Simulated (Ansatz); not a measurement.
(1) Predict a relaxed structure of the cluster In₂As (the lowest doublet isomer of a short search), charge 0, doublet, at PBE-D4/def2-TZVP (Ansatz).

Results:

(1) 
```xyz
3

In    0.376    0.293    2.239
In   -1.154    0.283   -1.956
As    0.778   -0.576   -0.283
```
Point group C2v (tolerance 0.1 Å). This is one stationary point.

In the def2 sets In takes a core potential; there is no spin–orbit coupling. The structure comes from a short search, and lower isomers may exist.
